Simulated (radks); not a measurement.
Values are calculated unless marked as measured or tabulated.
Pd I, configuration [Kr] 4d10 (the NIST ground configuration). Level of theory: Dirac Kohn-Sham, PBEsol, spin-unpolarised, spherical densities, finite nucleus; Fermi nuclear charge, rms radius 4.5318 fm (a radial shooting solver on a logarithmic mesh with Libxc functionals).

Normalised radial functions P(r) = r R(r) (large component), r in bohr:

r,4d3/2
0.001883,0.0000
0.002832,0.0000
0.004293,0.0001
0.006456,0.0003
0.009709,0.0008
0.0146,0.0023
0.02196,0.0066
0.03328,0.0189
0.05005,0.0494
0.07527,0.1162
0.1132,0.2337
0.1702,0.3723
0.258,0.4044
0.388,0.1538
0.5835,-0.3566
0.8775,-0.7814
1.32,-0.8055
1.984,-0.5528
3.008,-0.2787
4.524,-0.1042

4d3/2: eigenvalue -4.320 eV, 1 radial node at r = 0.445 bohr, <r> = 1.57 bohr, 90 % of the charge inside 2.61 bohr.
